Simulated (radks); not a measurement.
Effect of the nuclear size on neutral palladium, [Kr] 4d10. All-electron calculation, Dirac Kohn-Sham, PBE, spin-unpolarised, spherical densities, finite nucleus; Fermi nuclear charge, rms radius 4.5318 fm. Program: a radial shooting solver on a logarithmic mesh with Libxc functionals. The rms radius is varied about that value; shifts are against it.

| rms radius (fm) | total energy shift (eV) | density at nucleus (e/bohr^3) | 1s1/2 shift (meV) | 2s1/2 shift (meV) | 3p1/2 shift (meV) | 4s1/2 shift (meV) | 5s1/2 (empty) shift (meV) |
|---|---|---|---|---|---|---|---|
| 4.0242 | -0.530 | 1.349e+05 | -223 | -24.8 | 0.256 | -0.865 | -0.055 |
| 4.0922 | -0.462 | 1.346e+05 | -195 | -21.6 | 0.223 | -0.754 | -0.048 |
| 4.5318 | 0 | 1.328e+05 | 0.000 | 0.000 | 0.000 | 0.000 | 0.000 |
| 4.6768 | 0.161 | 1.323e+05 | 68.0 | 7.55 | -0.078 | 0.264 | 0.017 |
| 5.1708 | 0.745 | 1.305e+05 | 314 | 34.8 | -0.359 | 1.22 | 0.078 |

Slopes of the eigenvalues against <r^2> in GHz/fm^2, as finite differences over the two radii next to the reference (eigenvalue slopes, not the field-shift constants of lines): 1s1/2 12400, 2s1/2 1380, 3p1/2 -14.2, 4s1/2 48.0, 5s1/2 (empty) 3.07.
